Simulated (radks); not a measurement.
Question: The erbium ion Er11+ is in [Kr] 4d10 4f7 5s2 5p2. Calculated with a radial shooting solver on a logarithmic mesh with Libxc functionals: scalar-relativistic Kohn-Sham, PBE, spin-polarised, spherical densities, finite nucleus; Fermi nuclear charge, rms radius of each element as measured or else 0.836 A^(1/3) + 0.57 fm. Open shells are filled with parallel spins first. One electron is removed from 5s, 4f, 4d, 5p in turn, with full relaxation. Which removal costs least, and what does each cost?

Answer: 5p 210.95 eV; 4f 234.70 eV; 5s 239.39 eV; 4d 395.20 eV. The 5p electron leaves first.
